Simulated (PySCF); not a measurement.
**Dipole moment and polarisability of `F[C@@H]1C[SiH2]O[SiH2]1`**

Species: C2H7FOSi2.
Geometry (GFN2-xTB, Å), atoms numbered from 1 in this order:
```xyz
13
C2H7FOSi2 angstrom
F      1.858   -1.515    0.404
C      0.926   -0.713   -0.253
C      0.954    0.705    0.322
Si    -0.769    1.462    0.020
O     -1.627    0.065   -0.108
Si    -0.877   -1.388   -0.124
H      1.263   -0.699   -1.297
H      1.130    0.620    1.397
H      1.786    1.280   -0.085
H     -1.322    2.180    1.160
H     -0.888    2.149   -1.262
H     -1.309   -2.078   -1.331
H     -1.129   -2.067    1.138
```

Level: PBE0/def2-SVPD (PySCF), static field, nuclei fixed, core orbitals frozen in the response. The polarisability tensor in these axes (au):

```
x   73.17 -0.42  1.06
y   -0.42 80.51  0.81
z    1.06  0.81 66.55
```

Task: Give the principal values, the mean and the anisotropy Δα = √{½[(α1 − α2)² + (α2 − α3)² + (α1 − α3)²]}.

Result: Principal values 66.33, 73.32 and 80.57 au; mean 73.41 au = 10.88 Å³ = 12.10 × 10⁻⁴⁰ C²·m²/J; Δα = 12.34 au (17 % of the mean).

Task: What is the dipole moment, and where does it point?

Result: (-0.03, 1.13, -0.52) D, 1.25 D in size, pointing from the negative to the positive side. Measured along this direction, the outermost atoms are H13 at the negative end and H11 at the positive end.

Task: What are the principal values of the traceless quadrupole moment, Θ = ½Σq(3rr − r²1), about the centre of nuclear charge?

Result: -9.92, 3.40, 6.52 D·Å. The values depend on the origin, since the dipole doesn't vanish. The electronic extent ⟨r²⟩ about the same centre is 855 bohr², a root-mean-square distance of 1.93 Å for the 64 electrons.

Task: How large is μ²/3kT at 350 K beside α?

Result: In Gaussian units μ²/3kT = 10.76 Å³ against 10.88 Å³, a ratio of 0.99; the Debye molar polarisation (4π/3)N_A(α + μ²/3kT) is 54.6 cm³/mol, leaving out the vibrational part.

Task: Rayleigh depolarisation ratio (linearly polarised light, static tensor)?

Result: ρ = 3Δα²/(45ᾱ² + 4Δα²) = 456.5/(242490 + 608.7) = 0.00188.

Task: Estimate the molar refractivity from the static electronic polarisability.

Result: Lorentz–Lorenz: R = (4π/3)N_A α = 2.5225 cm³/(mol·Å³) × 10.88 Å³ = 27.4 cm³/mol, in the limit of long wavelengths.

One conformer (not necessarily the lowest) at the GFN2-xTB geometry, without solvent, vibrations or thermal averaging.
